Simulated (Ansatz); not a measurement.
Reactions of `C[Se]CC=N`.

Computed with Ansatz on PBE0-D4/def2-TZVP structures; ΔE is electronic, products minus reactants. CCSD(T)/CBS is the MP2 limit (def2-TZVPP, def2-QZVPP) plus CCSD(T) − MP2 in def2-TZVPP, frozen cores. This one scheme is used for every species. For Se outer-core shells are correlated without core-valence functions, which leaves a few kJ/mol of doubt a bond. Scalar relativity is left out up to krypton. Each species was taken in one conformer, which may not be the lowest.

**Question.** Order these by ΔE at CCSD(T)/CBS, lowest first. (An estimate is asked.)
A. `C[Se]CC=N` + PH₃ → `C[Se]P` + `CC=N`
B. `C[Se]CC=N` + CH₃SH → `CSC=N` + dimethyl selenide
C. `C[Se]CC=N` + `[OH][AlH2]` → `C[Se][AlH][OH]` + `CC=N`

**Answer.** C (-155.5 kJ/mol), A (-54.8 kJ/mol), B (-13.3 kJ/mol).

Largest T1 diagnostic: 0.013, for `CSC=N`.
